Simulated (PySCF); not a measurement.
**Radial density of Si+ (silicon, charge +1)**

UHF, [Ne] 3s2 3p1, 2P determinant. Computed with PySCF 2.14 in aug-cc-pVDZ-DK (5s4p2d, 27 functions), with the spin-free X2C one-electron Hamiltonian (Gaussian nucleus).

| r (bohr) | 4πr²ρ (e/bohr) | 4πr²(ρα − ρβ) |
| --- | --- | --- |
| 0.00161 | 0.06458 | 0.0000 |
| 0.00271 | 0.1735 | 0.0000 |
| 0.00456 | 0.4473 | 0.0000 |
| 0.00768 | 1.126 | 0.0000 |
| 0.0129 | 2.692 | 0.0000 |
| 0.0217 | 5.865 | 0.0001 |
| 0.0365 | 10.86 | 0.0006 |
| 0.0614 | 15.38 | 0.0028 |
| 0.103 | 14.41 | 0.0124 |
| 0.174 | 9.836 | 0.0409 |
| 0.292 | 12.28 | 0.0755 |
| 0.492 | 13.49 | 0.0422 |
| 0.827 | 4.913 | 0.0130 |
| 1.39 | 1.572 | 0.2900 |
| 2.34 | 1.293 | 0.4426 |
| 3.94 | 0.1987 | 0.1028 |
| 6.62 | 0.003067 | 0.0026 |
| 11.1 | 1.934e-05 | 0.0000 |

Densities and radii are taken from the X2C orbitals without a picture-change correction, which distorts them close to the nucleus.
